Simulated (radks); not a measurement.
Values are calculated unless marked as measured or tabulated.
Ionisation of He, [He], to He+, 1s1, under several functionals. Scalar-relativistic Kohn-Sham, spin-polarised, spherical densities, finite nucleus; open shells are filled with parallel spins first; a radial shooting solver on a logarithmic mesh with Libxc functionals.

| functional | E(He) (hartree) | Exc (hartree) | IE (eV) | -e(HOMO) (eV) | <r> HOMO (bohr) | IE error (eV) |
|---|---|---|---|---|---|---|
| Wu-Cohen GGA | -2.87157 | -1.02177 | 24.216 | 15.612 | 0.9476 | -0.371 |
| SOGGA | -2.84521 | -0.99069 | 23.923 | 15.351 | 0.9526 | -0.664 |
| LDA (Slater exchange, Perdew-Wang correlation) | -2.83459 | -0.97288 | 24.292 | 15.518 | 0.9593 | -0.295 |
| B86b exchange with PBE correlation | -2.90296 | -1.05798 | 24.577 | 15.843 | 0.9438 | -0.010 |

NIST Atomic Spectra Database: 24.587 eV (measured). Closest: B86b exchange with PBE correlation. The Delta-SCF values span 0.65 eV, the total energies 0.07 hartree. The highest occupied level is 1s.
